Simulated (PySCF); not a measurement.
# LiPb at BHandHLYP

Computed with BHandHLYP; Li def2-SVPD, Pb def2-SVPD with ECP60; scalar-relativistic core potentials (PySCF 2.14).

```
state                                            : ⁴Σ⁻ (quartet), unpaired electrons σ ↑, π ↑↑
bond length                                      : 2.618 Å
harmonic wavenumber                              : 346 cm⁻¹
force constant                                   : 0.478 mdyn/Å
rotational constant Be                           : 0.3624 cm⁻¹
anharmonicity ωexe                               : 2.62 cm⁻¹
vibration–rotation constant αe                   : 0.00423 cm⁻¹
well depth De to Li + Pb                         : 27.8 kcal/mol
dissociation energy D0                           : 27.3 kcal/mol
bond order (Mayer)                               : 0.86
dipole moment (positive dipole means Li(−)Pb(+)) : -5.55 D
```

Spin–orbit coupling is left out, which matters for elements this heavy, above all for dissociation energies. The state was picked by a PBE0 search and need not be the measured ground state.
